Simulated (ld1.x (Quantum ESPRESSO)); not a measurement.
## Before and after: TM potential for niobium

* Element: Nb (Z = 41)
* Generator: ld1.x (Quantum ESPRESSO) 7.5
* Type: norm-conserving Troullier–Martins (Kleinman–Bylander form)
* Functional: PBE
* Relativity: scalar-relativistic
* Frozen core: [Ar] 3d10
* Valence charge: 13
* Reference configuration: 4s2 4p6 4d3.5 5s0 5p0 (charge +1.5)
* Partial waves: 4s (bound): rc 1.50 bohr; 4d (bound): rc 1.65 bohr; 4p (bound): rc 1.45 bohr
* Local potential: the p channel
* Core correction: a·sin(br)/r model core, default radius (core density twice the valence density)

Change: wave 4s (bound): rc 1.50 bohr becomes 4s (bound): rc 2.12 bohr.

Cutoffs: the cutoffs (Ry, on a coarse ladder) from which the occupation-weighted sum of valence levels, in a spherical-Bessel basis at the reference potential, stays within 10 and 1 mRy of its value at 400 Ry; they do not see the model core or the augmentation charge, which bear on the density cutoff. Errors are all-electron minus pseudo energies relative to the spin-unpolarised reference configuration.

How do hardness, ghosts and transferability respond?

The potential gets softer (70 Ry and 110 Ry → 55 Ry and 100 Ry); of the 7 tests that both files solve, the error grows in 4 and shrinks in 0 by more than 15 % and 0.3 meV (median size 42.9 → 291.6 meV); neither file shows a bound ghost. A larger radius leaves more room for a smooth pseudo-wave, so fewer plane waves are needed. More of the atom is replaced by a form fitted at one configuration, so other configurations suffer.

```csv
quantity,base,changed
"cutoff, loose",70 Ry,55 Ry
"cutoff, tight",110 Ry,100 Ry
loose cutoff by channel (10 mRy a level),"s 50 Ry, d 30 Ry, p 40 Ry","s 15 Ry, d 30 Ry, p 40 Ry"
bound ghosts,none,none
"error for 4s2 4p6 4d4 5s1 5p0, meV [ΔE -12.43 eV]",+92,+624
"error for 4s2 4p6 4d4 5s0 5p0, meV [ΔE -5.79 eV]",0.0,0.0
"error for 4s2 4p6 4d3 5s0 5p0, meV [ΔE 8.25 eV]",+0.7,+0.8
"error for 4s2 4p5 4d4 5s1 5p0, meV [ΔE 27.32 eV]",+157,+1121
"error for 4s2 4p6 4d5 5s0 5p0, meV [ΔE -11.16 eV]",+0.7,+0.7
"error for 4s2 4p6 4d4 5s0.5 5p0, meV [ΔE -9.79 eV]",+53,+359
"error for 4s2 4p6 4d4.5 5s0.5 5p0, meV [ΔE -11.87 eV]",+43,+292
```
